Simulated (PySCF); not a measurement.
# $^{29}$Si chemical shifts

- shieldings: GIAO PBE0/pcSseg-1
- GFN2-xTB geometry
- code: PySCF
- no relativistic terms, gas phase, single conformer, fast rotation and ring inversion assumed for equivalent nuclei

Shieldings were converted by a linear fit to measured shifts: $^{29}$Si (scatter 8.9 ppm rms, 25.8 ppm with the 6 outliers that the fit left out vs TMS, solution or neat liquid). Occasional misses reach two or three times the rms, and more in compound classes unlike the fitted ones.

(1) Give the $^{29}$Si shifts of `C[C@H](CN)C(=O)C[SiH3]`, `O=C1C[C@H](/C([SiH3])=C\[SiH3])[SiH2]1`, `N#C[SiH2]C=O`, `C=C[Si@H](O)N(C)CC`.

(2) Match the shifts -18.5, -33.1, -42.5, -56.5, -66.4, -80.7 ppm to `CNC(=O)CCC[SiH3]`, `C=C(CO[Si@H](N)O)C(C)=O`, `CO[Si@@H](O)OCCS`, `CNC(=S)C/C=C\[SiH3]`, `CC[C@@H]1CC[Si@@H](O)N1`, `CC#C[C@@H](C)N[SiH2]S`.

Results:

(1) 
| compound | environment | δ (ppm) |
| --- | --- | --- |
| C[C@H](CN)C(=O)C[SiH3] | silicon bonded to C, 3 H | -73.9 |
| [O:1]=[C:2]1[CH2:3][C@H:4](/[C:5]([SiH3:6])=[CH:7]\[SiH3:8])[SiH2:9]1 | Si9: silicon bonded to 2 C, 2 H, in a 4-membered ring | -15.7 |
| [O:1]=[C:2]1[CH2:3][C@H:4](/[C:5]([SiH3:6])=[CH:7]\[SiH3:8])[SiH2:9]1 | Si6: silicon bonded to C, 3 H | -67.2 |
| [O:1]=[C:2]1[CH2:3][C@H:4](/[C:5]([SiH3:6])=[CH:7]\[SiH3:8])[SiH2:9]1 | Si8: silicon bonded to C, 3 H | -82.9 |
| N#C[SiH2]C=O | silicon bonded to 2 C, 2 H | -81.7 |
| C=C[Si@H](O)N(C)CC | silicon bonded to C, N, O, H | -30.5 |

(2) -18.5: CC[C@@H]1CC[Si@@H](O)N1 (silicon bonded to C, N, O, H, in a 5-membered ring); -33.1: CC#C[C@@H](C)N[SiH2]S (silicon bonded to N, S, 2 H); -42.5: C=C(CO[Si@H](N)O)C(C)=O (silicon bonded to N, 2 O, H); -56.5: CO[Si@@H](O)OCCS (silicon bonded to 3 O, H); -66.4: CNC(=O)CCC[SiH3] (silicon bonded to C, 3 H); -80.7: CNC(=S)C/C=C\[SiH3] (silicon bonded to C, 3 H).
